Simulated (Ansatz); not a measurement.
Geometry optimisation, Ansatz 0.2.0, UKS PBE/STO-3G.

input.yaml

```yaml
crystal:
  periodic: [false, false, false]
  atoms:
    - { symbol: O, position_ang: [-1.9146, -0.0356, 1.0116] }
    - { symbol: C, position_ang: [-1.2018, 0.8596, 0.5571] }
    - { symbol: C, position_ang: [0.1739, 0.6027, 0.066] }
    - { symbol: Si, position_ang: [0.7176, -1.1264, -0.3426] }
    - { symbol: Cl, position_ang: [0.4536, 1.6111, -1.3959] }
    - { symbol: H, position_ang: [-1.504, 1.94, 0.5767] }
    - { symbol: H, position_ang: [-1.51024, 0.04713, -0.10082] }
    - { symbol: H, position_ang: [-0.1869, -1.6842, -1.4132] }
    - { symbol: H, position_ang: [0.5862, -2.0027, 0.8982] }
    - { symbol: H, position_ang: [2.0501, -1.2161, -0.8025] }
magnetization:
  spin_polarized: true
basis:
  gaussian: { orbitals: STO-3G }
hamiltonian:
  xc: pbe
relax:
  f_tol: 0.02
  max_steps: 50
```

Launched with:

```bash
$ ansatz run input.yaml --threads 1 --pin off --max-ram 2048MiB --backend cpu --events-out ev --progress --plain --runs-dir out
```

Q: Where does it end, and by what steps?

A: It converged. Limits of this set-up: minimal basis. After 26 steps the energy has fallen by 5.775 eV; Cl5 moved furthest, 1.63 Å. The start is strongly strained (largest force component 13 eV/Å), so its close contacts needn't be bonds. Parted: C2–H7.

```csv
step,energy less start (eV),largest force component (eV/Å),accepted
0,0.0000,12.957,yes
1,-2.0587,5.025,yes
2,-2.9113,3.358,yes
3,-3.9324,5.576,yes
4,-4.9010,3.497,yes
5,-5.2268,2.493,yes
6,-5.3392,1.331,yes
7,-5.6073,0.998,yes
8,-5.3914,3.694,no
9,-5.6609,0.762,yes
10,-5.6933,0.649,yes
11,-5.6847,1.290,no
12,-5.7117,0.097,yes
13,-5.7182,0.044,yes
14,-5.7223,0.129,yes
15,-5.7253,0.150,yes
16,-5.7289,0.317,yes
17,-5.7379,0.234,yes
18,-5.7483,0.165,yes
19,-5.7577,0.264,yes
20,-5.7643,0.222,yes
21,-5.7706,0.087,yes
22,-5.7720,0.077,yes
23,-5.7743,0.058,yes
24,-5.7752,0.051,yes
25,-5.7754,0.023,yes
26,-5.7754,0.014,yes
```

```xyz
10
Properties=species:S:1:pos:R:3
O -2.346 0.196 0.256
C -1.192 1.004 0.193
C 0.087 0.585 -0.051
Si 0.690 -1.151 -0.369
Cl 1.365 1.891 -0.071
H -1.444 2.069 0.371
H -1.969 -0.755 0.075
H -0.473 -2.033 -0.317
H 1.642 -1.560 0.653
H 1.303 -1.250 -1.685
```

Whether the end is a true minimum wasn't checked by a vibrational analysis.

The run took 91 s on 1 thread of Arm Neoverse V2 (shared host), peak memory 0.17 GiB.
